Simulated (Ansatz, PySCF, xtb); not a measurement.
Energy difference R1 + R2 → P1 + P2, each structure at its B3LYP-D3(BJ)/def2-TZVP stationary point, reached from a drawn start (curvature not checked).
R1: Cl2O2W (SMILES [O]=[W](=[O])([Cl])[Cl]), charge 0, multiplicity 1.
P1, ClHO2W (SMILES [O]=[WH](=[O])[Cl]) (charge 0, multiplicity 1, Z-matrix in Å and degrees):
```
W
O 1 1.7042
O 1 1.7042 2 108.60
H 1 1.7206 2 103.04 3 -108.81
Cl 1 2.2756 2 114.40 4 -122.06
```
R2: H2 (SMILES [H][H]), charge 0, multiplicity 1.
P2: HCl (SMILES Cl), charge 0, multiplicity 1.

| level | reaction energy (kcal/mol) |
|---|---|
| GFN1-xTB | 20.07 |
| HF/def2-QZVPP | 21.22 |
| PBE-D3(BJ)/def2-TZVPP | 29.08 |
| revPBE-D3(BJ)/def2-TZVPP | 29.55 |
| r2SCAN-D3(BJ)/def2-TZVPP | 30.85 |
| r2SCAN-D4/def2-TZVPP | 30.84 |
| B3LYP-D3(BJ)/def2-TZVPP | 28.19 |
| B3LYP-D4/def2-TZVPP | 28.13 |
| BHLYP-D4/def2-TZVPP | 26.64 |
| CAM-B3LYP/def2-TZVPP | 25.02 |
| B2PLYP/def2-TZVPP | 28.59 |
| B2PLYP-D4/def2-TZVPP | 29.40 |
| MP2/def2-SVP | 31.92 |
| MP2/def2-QZVPP | 32.48 |
| SCS-MP2/def2-TZVPP | 29.82 |
| SCS-MP2/def2-QZVPP | 29.67 |
| CCSD/def2-TZVPP | 24.53 |
| CCSD/def2-QZVPP | 24.55 |
| CCSD(T)/def2-SVP | 26.04 |
| CCSD(T)/CBS(def2-TZVPP, def2-QZVPP) | 27.18 |

P less R. No zero-point or thermal terms; no spin–orbit coupling.

Correlated levels freeze the cores. CBS: X⁻³ extrapolation of the correlation energy, Hartree–Fock from the larger set.

Programs: Ansatz (an electronic-structure program) with Gaussian orbitals; PySCF for the D3/D4 terms; xtb for the GFN methods. Each number belongs to the level named beside it. Elements past Kr take the def2 small-core potentials, without spin–orbit coupling.
